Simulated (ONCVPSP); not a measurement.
## An all-electron radial function and its pseudo partner (aluminium)

Columns: radius, all-electron u(r) and pseudo u(r) of the 3p shell (level -5.68 eV) of aluminium in the configuration [Ne] 3s2 3p0.5; PBEsol, scalar-relativistic, ONCV scheme, ONCVPSP 4.0.1.

```tsv
r (bohr)	all-electron	pseudo
0.093	-0.0732	0.0023
0.185	-0.1683	0.0090
0.278	-0.2243	0.0199
0.370	-0.2366	0.0345
0.463	-0.2155	0.0533
0.555	-0.1727	0.0758
0.648	-0.1162	0.1022
0.740	-0.0534	0.1310
0.833	0.0126	0.1624
0.925	0.0775	0.1953
1.018	0.1409	0.2302
1.110	0.2001	0.2660
1.203	0.2559	0.3026
1.295	0.3066	0.3382
1.388	0.3534	0.3726
1.480	0.3952	0.4052
1.573	0.4330	0.4370
1.665	0.4661	0.4671
1.758	0.4953	0.4954
1.850	0.5200	0.5200
1.943	0.5409	0.5409
2.035	0.5579	0.5579
2.128	0.5715	0.5715
2.220	0.5817	0.5817
2.313	0.5889	0.5889
2.405	0.5932	0.5932
```

Problem. How many radial nodes do the two functions have?

Solution. The all-electron 3p function has n − l − 1 = 1; the pseudo-wave has 0, since the states of the same l below it are removed with the core.

Problem. At about which radius was the pseudo-wave matched?

Solution. 1.85 bohr, where the columns begin to agree (steps of 0.09 bohr).

Problem. Is the pseudo-wave norm-conserving?

Solution. Yes: the ONCV scheme keeps the norm inside the radius equal to the all-electron one, which fixes the energy derivative of the logarithmic derivative at the level.
